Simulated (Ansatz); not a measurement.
CH$_{7}$AlSeSi, SMILES `[CH3][AlH][SiH2][SeH]`. The species carries charge 0 and has multiplicity 1. The structure was optimised at the PBE0-D4/def2-TZVP level. It is one conformer, not always the lowest.

```xyz
11

C    -0.572    1.577    1.717
Al   -0.382   -0.198    0.930
Si    0.486   -0.502   -1.353
Se    0.524   -2.761   -1.747
H     0.114    1.683    2.565
H    -1.581    1.716    2.119
H    -0.367    2.391    1.019
H    -0.781   -1.492    1.765
H     1.859    0.059   -1.522
H    -0.360    0.172   -2.382
H     1.059   -2.646   -3.111
```

**Question.** What is the dipole moment at B3LYP/def2-TZVPP? (Best estimate.)

**Answer.** The calculation gave: 1.80 D, with components (-0.13, 1.71, 0.56) D in this frame, pointing from negative to positive charge.

**Question.** And with PBE, r2SCAN, ωB97M-V? (Estimate.)

**Answer.** The calculation gave: PBE 1.77 D, r2SCAN 1.84 D, ωB97M-V 1.87 D.

**Question.** Give the Mulliken charges with B3LYP, PBE, r2SCAN in def2-TZVPP. (Best estimate.)

**Answer.** Computed: 
```
atom  B3LYP    PBE  r2SCAN
  C1  -0.44  -0.43   -0.39
 Al2   0.47   0.43    0.56
 Si3   0.09   0.02    0.07
 Se4  -0.19  -0.17   -0.21
  H5   0.09   0.10    0.07
  H6   0.09   0.10    0.07
  H7   0.10   0.10    0.07
  H8  -0.14  -0.11   -0.16
  H9  -0.06  -0.05   -0.07
 H10  -0.06  -0.05   -0.07
 H11   0.05   0.05    0.06
```

B3LYP here is the variant with VWN-RPA as its local correlation; programs differ in this.
